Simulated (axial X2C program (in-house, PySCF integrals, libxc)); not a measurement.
## Low determinants of PdB⁺ at the PBE0 level, two-component

Computed with an in-house relativistic program for diatomic molecules. Two-component (2c) means X2C with spin–orbit coupling and atomic mean-field two-electron Coulomb and Gaunt terms. Basis: Pd dyall-cv3z [12s12p8d5f3g], B dyall-v3z [7s6p2d1f] (cores contracted in-house); Gaussian nuclei, density fitting, unrestricted open shells. Masses: Pd 105.903 u, B 11.009 u.

Search at 1.744 Å (vertical energies from the lowest determinant):

```csv
ΔE (eV),state,electrons beyond evenly filled partner blocks,"electrons in ±ω = 1/2, 3/2, 5/2, 7/2"
0.00,Ω = 0,none,32 14 4 0
2.49,Ω = 1,2 × ω = 1/2,32 14 4 0
2.89,Ω = 3,"ω = 1/2, ω = 5/2",33 14 3 0
3.04,Ω = 2,"ω = -1/2, ω = 5/2",33 14 3 0
3.23,Ω = 1,"ω = -1/2, ω = 3/2",33 13 4 0
3.37,Ω = 2,"ω = 1/2, ω = 3/2",33 13 4 0
3.63,Ω = 2,"ω = 1/2, ω = 3/2",31 15 4 0
```

Lowest determinant, Ω = 0 (closed shell): Re = 1.738 Å, ωe = 816.2 cm⁻¹.

The determinant in row 2 of the search, Ω = 1 (⟨Sz⟩ = 1.00, ⟨Lz⟩ = 0.00 at PBE0), was followed along the bond at PBE0; measured from the minimum of the lowest determinant it gives:

Te = 2.235 eV (18024 cm⁻¹), Re = 1.929 Å, ωe = 530.7 cm⁻¹.

Q: Compare the bond of the determinant in row 2 with that of the lowest one.

A: At PBE0 its Re is 0.191 Å longer and its force constant, which goes as ωe², is 0.42 times that of the lowest determinant. T0 ≈ Te + Δωe/2 = 18024 + (-143) = 17881 cm⁻¹.

The search compares states at one distance, so a state with another bond length can lie lower; it is not exhaustive and yields mostly the lowest determinant of each block pattern, so other components and higher states of one pattern are missing. These are energies of single determinants, not of spin-adapted states; PBE0 term energies can be off by some tenths of an eV, and the functional has no current term. Open-shell Ω = 0 determinants with evenly filled partner blocks cannot be reached by this program, so the Ω shown need not be the lowest component.
